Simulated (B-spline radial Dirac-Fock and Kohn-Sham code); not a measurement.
Dipole and non-dipole photoemission parameters of Ge 3p3/2

System: the free germanium atom, [Ar] 3d10 4s2 4p2; threshold 120.8 eV (tabulated edge). Model: Dirac-Hartree-Slater photoionisation with a Latter tail; cross sections with all multipoles, angular parameters from the dipole term and its interference with E2. Program: a B-spline atomic structure program.

| hν (eV) | σ (kb) | β | γ | δ |
| --- | --- | --- | --- | --- |
| 129 | 288 | -0.656 | -0.055 | 0.044 |
| 147 | 341 | -0.720 | -0.173 | 0.079 |
| 150 | 350 | -0.638 | -0.165 | 0.081 |
| 200 | 472 | 0.555 | 0.120 | 0.049 |
| 213 | 483 | 0.726 | 0.157 | 0.040 |
| 238 | 486 | 0.956 | 0.183 | 0.026 |
| 460 | 287 | 1.531 | 0.008 | 0.000 |
| 471 | 278 | 1.539 | 0.002 | 0.000 |
| 623 | 183 | 1.605 | -0.024 | 0.001 |
| 635 | 178 | 1.608 | -0.024 | 0.001 |
| 759 | 131 | 1.624 | -0.006 | 0.003 |
| 760 | 130 | 1.624 | -0.005 | 0.003 |
| 1000 | 76.9 | 1.624 | 0.066 | 0.005 |
| 1486.9 | 32.4 | 1.579 | 0.245 | 0.011 |
| 2000 | 15.9 | 1.518 | 0.420 | 0.018 |
| 2984.4 | 5.60 | 1.403 | 0.689 | 0.035 |
| 3170 | 4.75 | 1.383 | 0.731 | 0.038 |
| 3350 | 4.08 | 1.364 | 0.770 | 0.041 |
| 4620 | 1.64 | 1.242 | 0.996 | 0.065 |
| 8047.8 | ? | ? | ? | ? |
| 10100 | 0.147 | 0.890 | 1.498 | 0.172 |
| 10200 | 0.142 | 0.885 | 1.503 | 0.173 |
| 11800 | 0.0883 | 0.815 | 1.582 | 0.203 |

Question: Give the values at Cu Kα (8047.8 eV).

Answer: σ = 0.304 kb, β = 0.998, γ = 1.364, δ = 0.133.

Values without a named source are computed, but for edge energies of neutral atoms, which are taken from tables.
